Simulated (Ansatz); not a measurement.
Ag₉⁺. Total charge 1; singlet. Geometry r2SCAN-D4/def2-SVP.

```tsv
atom	x (Å)	y (Å)	z (Å)
Ag1	0.190	-1.796	1.420
Ag2	2.089	0.102	0.949
Ag3	2.420	0.540	-1.808
Ag4	-2.267	-0.816	0.383
Ag5	-0.424	0.872	1.801
Ag6	-0.889	-2.766	-0.988
Ag7	-1.913	1.821	-0.375
Ag8	0.818	2.266	-0.381
Ag9	-0.025	-0.224	-1.002
```

In the def2 sets Ag takes a core potential; there is no spin–orbit coupling. B3LYP takes the VWN-RPA correlation. No other spin state of charge 1 was run. Another isomer (singlet) lies 0.23 eV lower at PBE0-D4/def2-TZVP; other spin states weren't run for this one.

(1) Estimate the orbital energies around the gap (eV) in Ansatz with PBE-D4/def2-TZVP, r2SCAN-D4/def2-TZVP, B3LYP-D4/def2-TZVP, PBE0-D4/def2-TZVP, CAM-B3LYP-D4/def2-TZVP.

## Answers

(1) 
```tsv
orbital	PBE-D4/def2-TZVP	r2SCAN-D4/def2-TZVP	B3LYP-D4/def2-TZVP	PBE0-D4/def2-TZVP	CAM-B3LYP-D4/def2-TZVP
HOMO−5	-10.64	-10.82	-11.96	-12.17	-13.55
HOMO−4	-10.57	-10.75	-11.89	-12.10	-13.47
HOMO−3	-10.53	-10.70	-11.81	-12.00	-13.36
HOMO−2	-9.63	-9.60	-10.14	-10.16	-11.12
HOMO−1	-9.06	-9.00	-9.46	-9.45	-10.33
HOMO	-8.46	-8.39	-8.80	-8.76	-9.58
LUMO	-7.08	-6.89	-6.59	-6.28	-5.55
LUMO+1	-6.78	-6.58	-6.26	-5.97	-5.21
LUMO+2	-6.42	-6.21	-5.90	-5.59	-4.85
LUMO+3	-6.31	-6.07	-5.79	-5.46	-4.72
LUMO+4	-6.04	-5.81	-5.51	-5.18	-4.43
LUMO+5	-5.26	-5.05	-4.77	-4.56	-3.84
```
